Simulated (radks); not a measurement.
Q: The caesium ion Cs23+, configuration [Ar] 3d10 4s2 4p2. Method: Dirac Kohn-Sham, PBE, spin-unpolarised, spherical densities, finite nucleus; open shells are shared between the two j in proportion to 2j + 1; Fermi nuclear charge, rms radius 4.8041 fm; computed with a radial shooting solver on a logarithmic mesh with Libxc functionals.

Spin-orbit splittings of the eigenvalues, e(l+1/2) - e(l-1/2), with zeta = 2 splitting/(2l+1) and mean radii in bohr:

shell  occ.  splitting (eV)  zeta (eV)  <r> j=l-1/2  <r> j=l+1/2
2p        6           353.3      235.5      0.09388      0.09975
3p        6           69.71      46.47       0.2846       0.2958
3d       10               ?          ?       0.2653       0.2688
4p        2           19.57      13.05       0.6280       0.6450

Estimate the 3d splitting.

A: 15.06 eV (zeta = 6.023 eV).
